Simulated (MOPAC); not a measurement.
MOPAC input (MNDO):

```
MNDO 1SCF UHF MS=0.5 GEO-OK AUX(PRECISION=9) THREADS=1
CH6NSi

C    -1.63289300 1    0.38568100 1   -0.07813700 1
N    -0.38177400 1   -0.20321100 1   -0.52811500 1
Si    1.10077800 1   -0.16632400 1    0.35839300 1
H    -2.20609700 1    0.76825400 1   -0.92633500 1
H    -1.41984200 1    1.22778000 1    0.58166000 1
H    -2.26547700 1   -0.31926700 1    0.47256500 1
H    -0.50730900 1   -0.94197600 1   -1.20464100 1
H     2.17619800 1   -0.53601600 1   -0.60707600 1
H     1.28141100 1    1.23814700 1    0.83194900 1
```

From the output:

```
                                                       MOPAC v23.2.5 Linux

          FINAL HEAT OF FORMATION =         17.21535 KCAL/MOL =      72.02901 KJ/MOL

          COSMO AREA              =        110.00 SQUARE ANGSTROMS
          COSMO VOLUME            =         97.56 CUBIC ANGSTROMS

          IONIZATION POTENTIAL    =          7.419676 EV
          ALPHA SOMO LUMO (EV)    =         -7.420  2.068
          BETA  SOMO LUMO (EV)    =         -9.763  0.491
          NO. OF ALPHA ELECTRONS  =         10
          NO. OF BETA  ELECTRONS  =          9
          MOLECULAR WEIGHT        =         60.1506         POINT GROUP:  C1

          MOLECULAR DIMENSIONS (Angstroms)

            Atom       Atom       Distance
            H     8    H     4     4.58340
            H     9    H     7     3.25316
            H     4    H     6     1.73788

          SCF CALCULATIONS        =          1

   ATOM   CHEMICAL          X               Y               Z
  NUMBER   SYMBOL      (ANGSTROMS)     (ANGSTROMS)     (ANGSTROMS)

     1       C         -1.63289300  *   0.38568100  *  -0.07813700  *
     2       N         -0.38177400  *  -0.20321100  *  -0.52811500  *
     3      Si          1.10077800  *  -0.16632400  *   0.35839300  *
     4       H         -2.20609700  *   0.76825400  *  -0.92633500  *
     5       H         -1.41984200  *   1.22778000  *   0.58166000  *
     6       H         -2.26547700  *  -0.31926700  *   0.47256500  *
     7       H         -0.50730900  *  -0.94197600  *  -1.20464100  *
     8       H          2.17619800  *  -0.53601600  *  -0.60707600  *
     9       H          1.28141100  *   1.23814700  *   0.83194900  *

                             CARTESIAN COORDINATES

   1    C       -1.632893000     0.385681000    -0.078137000
   2    N       -0.381774000    -0.203211000    -0.528115000
   3   Si        1.100778000    -0.166324000     0.358393000
   4    H       -2.206097000     0.768254000    -0.926335000
   5    H       -1.419842000     1.227780000     0.581660000
   6    H       -2.265477000    -0.319267000     0.472565000
   7    H       -0.507309000    -0.941976000    -1.204641000
   8    H        2.176198000    -0.536016000    -0.607076000
   9    H        1.281411000     1.238147000     0.831949000

           Empirical Formula: C H6 N Si  =     9 atoms

      MOLECULAR POINT GROUP   :   C1

          ALPHA EIGENVALUES
 -35.92671 -26.22454 -18.44410 -16.37524 -14.61060 -14.10426 -12.73474 -11.30235
 -10.26624  -7.41968   2.06780   2.39577   2.90086   4.23358   4.52089   5.45826
   5.95984   6.68228

           BETA EIGENVALUES
 -35.78183 -26.12473 -17.94029 -16.22719 -14.53605 -13.90894 -12.66035 -10.92352
  -9.76294   0.49121   2.72405   2.93845   3.01032   4.23759   4.53738   5.47249
   6.02515   6.71576

              NET ATOMIC CHARGES AND DIPOLE CONTRIBUTIONS

  ATOM NO.   TYPE          CHARGE      No. of ELECS.   s-Pop       p-Pop
    1          C           0.209753        3.7902     1.20242     2.58782
    2          N          -0.684559        5.6846     1.56541     4.11915
    3         Si           1.051943        2.9481     1.23525     1.71280
    4          H          -0.019446        1.0194     1.01945
    5          H          -0.014918        1.0149     1.01492
    6          H          -0.040594        1.0406     1.04059
    7          H           0.137542        0.8625     0.86246
    8          H          -0.321352        1.3214     1.32135
    9          H          -0.318369        1.3184     1.31837
 DIPOLE           X         Y         Z       TOTAL
 POINT-CHG.     0.268    -1.569     2.290     2.789
 HYBRID        -0.616     0.501    -1.449     1.652
 SUM           -0.349    -1.068     0.842     1.404

          ATOMIC ORBITAL ELECTRON POPULATIONS

     Atom    s        px        py        pz
    1  C   1.20242   0.82418   0.87577   0.88787
    2  N   1.56541   1.20358   1.46840   1.44716
    3 Si   1.23525   0.48462   0.60135   0.62684
    4  H   1.01945
    5  H   1.01492
    6  H   1.04059
    7  H   0.86246
    8  H   1.32135
    9  H   1.31837

                    (SZ)    =    0.500000
                    (S**2)  =    0.751958

          ATOMIC ORBITAL SPIN POPULATIONS

    Atom   Total    s     px     py     pz
         Atomic
    1  C -0.0079 -0.001 -0.004 -0.002 -0.001
    2  N  0.0787  0.004 -0.001  0.036  0.040
    3 Si  0.7735  0.212 -0.003  0.235  0.330
    4  H  0.0019  0.002
    5  H  0.0010  0.001
    6  H  0.0014  0.001
    7  H -0.0052 -0.005
    8  H  0.0761  0.076
    9  H  0.0804  0.080

 **********************
 *                    *
 * JOB ENDED NORMALLY *
 *                    *
 **********************

 == MOPAC DONE ==
```

The geometry given is a B3LYP-D3(BJ)/def2-TZVP minimum.
